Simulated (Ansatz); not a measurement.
A nudged elastic band was laid between two geometries of Cl3H4HfNO (10 atoms, charge 0, multiplicity 1).

These are results of RHF/def2-SVP in Ansatz, not measurements.

```
movable images  : 5
climbing image  : yes
spring          : 5.0 eV/Å²
optimiser       : quadratic models (default)
start path      : through a guess of the saddle point
force threshold : 0.03 eV/Å
iteration limit : 60
end points      : relaxed
```

Initial state:

```xyz
10
Properties=species:S:1:pos:R:3
Hf 0.109 0.038 0.031
Cl 0.220 0.753 2.345
Cl 2.245 0.298 -1.023
N -1.023 1.588 -0.584
H -1.613 1.594 -1.398
H -1.096 2.478 -0.121
Cl -1.194 -1.655 -1.119
O 0.812 -1.954 1.127
H 0.693 -2.832 0.786
H 1.187 -1.991 1.998
```

Final state:

```xyz
10
Properties=species:S:1:pos:R:3
Hf 0.179 -0.570 -0.903
Cl -0.059 0.525 3.399
Cl 2.096 -0.073 -2.253
N -0.684 1.135 -0.264
H -1.094 1.851 -0.841
H -0.769 1.415 0.699
Cl -1.376 -1.847 -2.205
O 0.695 -1.510 0.710
H 1.064 -2.252 1.157
H 0.287 -0.358 2.543
```

**Question.** What changes between the two ends?

**Answer.** Bonds broken: Hf1–Cl2, O8–H10. Bonds formed: Cl2–H10. Cl3H4HfNO becomes Cl2H3HfNO + ClH.

**Question.** Give the energies along the band, and the barrier.

**Answer.** The forces met the threshold. The highest image is number 3 of 0 to 6, 1.39 eV above the first end and 0.40 eV above the last; the last end lies 0.98 eV above the first. Neighbouring images differ by up to 1.3 eV, so the band resolves the path poorly. A vibrational analysis at the climbing image gives one clearly imaginary mode, 1067i cm⁻¹: a first-order saddle point. The orbitals stay closed-shell, which can raise the energy where a bond breaks towards radicals; this wasn't checked here.

| image | path coordinate (Å) | energy (eV) | Hf1–Cl2 (Å) | O8–H10 (Å) | Cl2–H10 (Å) |
| --- | --- | --- | --- | --- | --- |
| 0 | 0.00 | 0.00 | 2.43 | 0.95 | 2.93 |
| 1 | 1.05 | 0.03 | 2.44 | 0.95 | 2.77 |
| 2 | 2.11 | 0.11 | 2.48 | 0.95 | 2.42 |
| 3 | 3.16 | 1.39 | 2.88 | 1.34 | 1.44 |
| 4 | 4.34 | 1.02 | 3.85 | 2.12 | 1.28 |
| 5 | 5.52 | 0.99 | 4.33 | 2.22 | 1.28 |
| 6 | 6.70 | 0.98 | 4.45 | 2.20 | 1.28 |

**Question.** What is the geometry of the highest image?

**Answer.** 
```xyz
10
Properties=species:S:1:pos:R:3
Hf 0.294 -0.305 -0.399
Cl 1.138 0.612 2.193
Cl 2.384 0.293 -1.400
N -1.055 1.190 -0.273
H -1.795 1.353 -0.935
H -1.088 1.897 0.441
Cl -0.769 -1.672 -2.037
O 0.342 -1.687 1.137
H 0.126 -2.595 1.297
H 0.764 -0.769 2.019
```

Run time: 8.6 min on 2 threads of Intel(R) Xeon(R) Platinum 8259CL CPU @ 2.50GHz (Skylake/Cascade Lake) (shared host), peak memory 0.39 GiB.
